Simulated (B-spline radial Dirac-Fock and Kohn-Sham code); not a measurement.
**Nd⁴³⁺: scattering cross sections and density moments**

System: the Nd⁴³⁺ ion, [Ne] 3s2 3p5.

These are calculated numbers from a radial atomic solver; the model is Dirac-Fock densities.

* Sum of ⟨r⟩: 2.447 bohr
* Sum of ⟨r²⟩: 0.5431 bohr²
* Sum of ⟨1/r⟩: 294.15 per bohr
* Langevin diamagnetic susceptibility: -0.430 × 10⁻⁶ cm³/mol
* Lamb shielding (α²/3)Σ⟨1/r⟩: 5221 ppm

Coherent scattering is the Thomson cross section weighted by f₀², without anomalous dispersion; incoherent scattering is Klein-Nishina weighted by S. The Lamb formula is the non-relativistic shielding expression. Electron correlation is left out. A dash stands where the photon energy is too low for the impulse approximation behind that column.

| hν (keV) | coherent (b) | incoherent (b) | incoherent per electron (b) |
| --- | --- | --- | --- |
| 2 | 191.1 | – | – |
| 5 | 185.1 | – | – |
| 8.0478 | 174.8 | – | – |
| 17.4793 | 130.5 | 1.937 | 0.114 |
| 30 | 82.79 | 3.468 | 0.204 |
| 50 | 47.13 | 4.828 | 0.284 |
| 100 | 17.53 | 5.978 | 0.352 |
| 1000 | 0.2716 | 3.524 | 0.207 |

Incoherent scattering overtakes coherent scattering between 100 and 1000 keV.
